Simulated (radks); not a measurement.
Spherical jellium clusters: N electrons in a uniform positive sphere of charge N and radius rs N^(1/3), rs = 4.11 bohr. Method: non-relativistic Kohn-Sham, LDA (Slater exchange, Perdew-Wang correlation), spin-polarised, spherical densities; computed with a radial shooting solver with Libxc functionals. Levels are named by radial order and angular momentum (1s, 1p, 1d, 2s, ...), and open shells are averaged over m.

N = 5, configuration 1s2 1p(up 3, down 0). This is the lowest configuration that the search found. Occupied and some empty levels:

| level | occupation | eigenvalue (eV) | <r> (bohr) |
|---|---|---|---|
| 1s up | 1 | -4.4159 | 4.873 |
| 1s down | 1 | -3.7162 | 4.884 |
| 1p up | 3 | -2.9342 | 6.074 |
| 1p down | 0 | -2.2509 | 6.330 |
| 1d up | 0 | -1.2696 | 7.457 |
| 2s up | 0 | -1.0089 | 8.237 |
| 1d down | 0 | -0.73725 | 8.155 |
| 2s down | 0 | -0.70803 | 9.103 |

Energy (eV): total -8.22793, kinetic 8.5911, external -112.30, Hartree 54.611, exchange-correlation -17.207, background 58.078.

Electron density:

| r (bohr) | n(r) (e/bohr^3) |
|---|---|
| 0.238 | 0.003557 |
| 1.14 | 0.003724 |
| 2.03 | 0.004010 |
| 2.93 | 0.004202 |
| 3.83 | 0.004061 |
| 4.73 | 0.003464 |
| 5.62 | 0.002532 |
| 6.52 | 0.001564 |
| 7.42 | 0.0008287 |
| 8.32 | 0.0003936 |
| 9.21 | 0.0001743 |
| 10.1 | 0.00007377 |
| 11.0 | 0.00003007 |
| 11.9 | 0.00001200 |
